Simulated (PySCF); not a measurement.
**Radial density of Ni²⁺ (nickel, charge +2)**

UHF, [Ar] 3d7 4p1, one real determinant (an excited configuration). Calculation: PySCF 2.14, in ANO-RCC-VTZP (6s5p3d2f1g, 59 functions); the spin-free X2C one-electron Hamiltonian (Gaussian nucleus).

```json
{"r (bohr)": "0.000959", "4πr²ρ (e/bohr)": "0.2572", "4πr²(ρα − ρβ)": "0.0000"}
{"r (bohr)": "0.00161", "4πr²ρ (e/bohr)": "0.6442", "4πr²(ρα − ρβ)": "0.0000"}
{"r (bohr)": "0.00271", "4πr²ρ (e/bohr)": "1.580", "4πr²(ρα − ρβ)": "0.0000"}
{"r (bohr)": "0.00457", "4πr²ρ (e/bohr)": "3.736", "4πr²(ρα − ρβ)": "0.0001"}
{"r (bohr)": "0.00768", "4πr²ρ (e/bohr)": "8.319", "4πr²(ρα − ρβ)": "0.0002"}
{"r (bohr)": "0.0129", "4πr²ρ (e/bohr)": "16.64", "4πr²(ρα − ρβ)": "0.0004"}
{"r (bohr)": "0.0217", "4πr²ρ (e/bohr)": "27.68", "4πr²(ρα − ρβ)": "0.0011"}
{"r (bohr)": "0.0365", "4πr²ρ (e/bohr)": "34.05", "4πr²(ρα − ρβ)": "0.0039"}
{"r (bohr)": "0.0615", "4πr²ρ (e/bohr)": "29.05", "4πr²(ρα − ρβ)": "0.0159"}
{"r (bohr)": "0.103", "4πr²ρ (e/bohr)": "28.99", "4πr²(ρα − ρβ)": "0.0644"}
{"r (bohr)": "0.174", "4πr²ρ (e/bohr)": "38.52", "4πr²(ρα − ρβ)": "0.2947"}
{"r (bohr)": "0.293", "4πr²ρ (e/bohr)": "22.17", "4πr²(ρα − ρβ)": "1.3013"}
{"r (bohr)": "0.492", "4πr²ρ (e/bohr)": "18.02", "4πr²(ρα − ρβ)": "3.1871"}
{"r (bohr)": "0.828", "4πr²ρ (e/bohr)": "16.52", "4πr²(ρα − ρβ)": "2.9075"}
{"r (bohr)": "1.39", "4πr²ρ (e/bohr)": "3.689", "4πr²(ρα − ρβ)": "1.0290"}
{"r (bohr)": "2.34", "4πr²ρ (e/bohr)": "0.6470", "4πr²(ρα − ρβ)": "0.4973"}
{"r (bohr)": "3.94", "4πr²ρ (e/bohr)": "0.1602", "4πr²(ρα − ρβ)": "0.1584"}
{"r (bohr)": "6.62", "4πr²ρ (e/bohr)": "0.008647", "4πr²(ρα − ρβ)": "0.0086"}
{"r (bohr)": "11.1", "4πr²ρ (e/bohr)": "4.073e-05", "4πr²(ρα − ρβ)": "0.0000"}
```

Densities and radii are taken from the X2C orbitals without a picture-change correction, which distorts them close to the nucleus.

⟨L²⟩ = 13.96 against 20 for a pure G term, so this real determinant mixes terms.
